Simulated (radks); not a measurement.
Hf IV, 69 electrons, occupied as [Xe] 4f14 5d(up 1, down 0) (the NIST ground configuration).

Calculated with a radial shooting solver on a logarithmic mesh with Libxc functionals: scalar-relativistic Kohn-Sham, r2SCAN, spin-polarised, spherical densities, finite nucleus; meta-GGA in the generalised Kohn-Sham scheme; Fermi nuclear charge, rms radius 5.347 fm.

Energy parts (hartree):
part                       energy
total                 -15076.1697
kinetic                16514.5323
electron-nucleus      -37120.6453
Hartree                 5837.3613
exchange-correlation    -307.4180

Orbitals (lengths in bohr, moments of r in powers of bohr; r(max) is where P^2 peaks; r(90%) holds 90 % of the orbital's charge):
orbital,occ.,eigenvalue (hartree),r(90%),r(max),<1/r>,<r^4>
1s down,1,-2402.738,0.0345,0.01190,83.78,6.631e-07
1s up,1,-2402.737,0.0345,0.01190,83.78,6.631e-07
2s up,1,-412.6697,0.125,0.06804,19.58,0.0001008
2s down,1,-412.6673,0.125,0.06804,19.58,0.0001008
2p up,3,-362.3919,0.117,0.05567,17.85,0.00007828
2p down,3,-362.3901,0.117,0.05567,17.85,0.00007828
3s down,1,-95.14781,0.306,0.1919,7.255,0.003720
3s up,1,-95.14734,0.306,0.1919,7.255,0.003720
3p down,3,-80.05383,0.312,0.1896,6.721,0.003981
3p up,3,-80.05354,0.312,0.1896,6.721,0.003981
3d up,5,-62.15846,0.293,0.1548,6.349,0.003100
3d down,5,-62.15763,0.293,0.1548,6.348,0.003100
4s up,1,-20.16466,0.672,0.4375,3.061,0.08907
4s down,1,-20.16388,0.672,0.4375,3.061,0.08909
4p up,3,-15.19149,0.723,0.4582,2.790,0.1186
4p down,3,-15.19095,0.723,0.4582,2.789,0.1186
4d up,5,-8.73115,0.804,0.4713,2.473,0.1801
4d down,5,-8.73032,0.803,0.4713,2.473,0.1799
5s up,1,-3.53405,1.64,1.017,1.169,3.096
5s down,1,-3.51625,1.63,1.016,1.174,3.047
5p up,3,-2.34918,1.93,1.157,0.9842,5.986
5p down,3,-2.32138,1.92,1.153,0.9910,5.822
4f up,7,-1.62828,1.14,0.4560,1.919,0.8941
4f down,7,-1.62351,1.13,0.4558,1.925,0.8524
5d up,1,-1.00169,2.92,1.558,0.6670,30.31
5d down,0,-0.95104,2.90,1.536,0.6760,29.84

The highest occupied level is 5d up at -27.257 eV. Summed over all electrons, <r^2> = 33.45 bohr^2, which gives a Langevin (diamagnetic) susceptibility term of -26.5 x 10^-6 cm^3/mol. The electron density at the nucleus is 1.282e+06 e/bohr^3 (large components only). The density falls to 0.001 e/bohr^3 at r = 3.26 bohr. Spin moment in Bohr magnetons: 1. The spin density at the nucleus is -5.733 e/bohr^3 (1s 0.029, 2s -0.483, 3s 0.248, 4s 0.629, 5s -6.156).
